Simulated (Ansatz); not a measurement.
The cluster Ag₈Te₄⁺, relaxed as a doublet with UKS PBE-D4/def2-SVP in Ansatz, starting from the GFN1-xTB geometry. Force threshold 0.03 eV/Å.

In the def2 sets Ag, Te take a core potential; there is no spin–orbit coupling. The structure comes from a short search, and lower isomers may exist.

Start:

Cartesian coordinates in Å:
```
Ag -1.015 -0.542 1.540
Ag -1.892 -2.846 0.079
Ag 0.499 -1.617 -0.920
Ag -0.751 2.270 -1.454
Ag -2.061 -0.239 -1.165
Ag 1.905 -0.650 1.455
Ag 0.374 1.981 1.200
Ag 1.814 0.964 -1.133
Te -2.271 1.717 0.773
Te 0.023 0.094 -2.949
Te 0.380 -2.864 1.482
Te 2.994 1.732 1.092
```

Question: Estimate the energy that the relaxation releases and the steps that it takes.

Answer: 25.0 kJ/mol, in 5 steps; 31 s on 2 threads of AMD EPYC 7R13 on a shared host and a share (18 GiB) of an NVIDIA H100 80GB HBM3. The force fell under the threshold at step 4, but the optimiser went on. No frequencies were taken in this run, so the end may be a saddle point.

Question: Does the start keep its bonding and symmetry?

Answer: By distances, no bond broke or formed. The bond that changes most is Ag4–Te10, from 2.75 to 2.86 Å (atoms count from 1). Point group Cs at the start, Cs at the end, both within 0.05 Å.

Question: Predict the relaxed structure.

Answer: 
Cartesian coordinates in Å:
```
Ag -1.057 -0.544 1.639
Ag -1.910 -2.846 0.067
Ag 0.554 -1.687 -0.979
Ag -0.801 2.301 -1.498
Ag -1.949 -0.227 -1.103
Ag 1.885 -0.661 1.447
Ag 0.364 2.020 1.140
Ag 1.774 1.019 -1.146
Te -2.357 1.783 0.840
Te 0.054 0.077 -3.071
Te 0.375 -2.958 1.520
Te 3.070 1.723 1.143
```
Bond lengths (bridged metal pairs left out): 15 × Ag–Te 2.68 to 2.86 Å; 1 × Ag–Ag 2.87 Å.
